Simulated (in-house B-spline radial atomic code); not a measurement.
Relativistic effects in Ag, [Kr] 4d10 5s1: non-relativistic Hartree-Fock (point nucleus) against Dirac-Hartree-Fock (Fermi nucleus of rms radius 4.5454 fm), both averages of the configuration, computed with a B-spline radial code for spherical atoms.

| orbital | ε NR (Eh) | ε Dirac (Eh) | <r> NR (bohr) | <r> Dirac (bohr) | change of <r> (%) |
| --- | --- | --- | --- | --- | --- |
| 1s1/2 | -913.84 | -943.16 | 0.03239 | 0.0311 | -4.0 |
| 2s1/2 | -134.88 | -141.99 | 0.1403 | 0.1343 | -4.2 |
| 2p1/2 | -125.18 | ? | 0.1201 | ? | ? |
| 2p3/2 | -125.18 | -125.06 | 0.1201 | 0.1192 | -0.7 |
| 3s1/2 | -25.918 | -27.385 | 0.3788 | 0.3662 | -3.3 |
| 3p1/2 | -21.945 | -23.176 | 0.3714 | 0.3586 | -3.4 |
| 3p3/2 | -21.945 | -21.996 | 0.3714 | 0.3691 | -0.6 |
| 3d3/2 | -14.678 | -14.62 | 0.3444 | 0.3426 | -0.5 |
| 3d5/2 | -14.678 | -14.385 | 0.3444 | 0.346 | +0.5 |
| 4s1/2 | -4.0015 | -4.2746 | 0.9494 | 0.9203 | -3.1 |
| 4p1/2 | -2.6768 | -2.8778 | 1.023 | 0.99 | -3.2 |
| 4p3/2 | -2.6768 | -2.6808 | 1.023 | 1.019 | -0.4 |
| 4d3/2 | -0.5374 | ? | 1.37 | ? | ? |
| 4d5/2 | -0.5374 | -0.5015 | 1.37 | 1.396 | +1.9 |
| 5s1/2 | -0.21998 | -0.23715 | 3.656 | 3.451 | -5.6 |

Q: What happens to 2p1/2?

A: Its energy goes to -131.53 hartree and <r> to 0.1142 bohr (-4.89 %).

Q: What happens to 4d3/2?

A: Its energy goes to -0.52597 hartree and <r> to 1.371 bohr (+0.07 %).

Q: What explains the pattern of contraction and expansion?

A: Expansion is seen in 3d5/2, 4d3/2, 4d5/2. The s and p1/2 orbitals contract directly, screen the nucleus better, and so push out orbitals that have little density near the nucleus; spin-orbit coupling adds to this for j = l + 1/2 and opposes it for j = l - 1/2.

Q: By how much does the total energy change?

A: By -116.94 hartree, from -5197.698 to -5314.634.
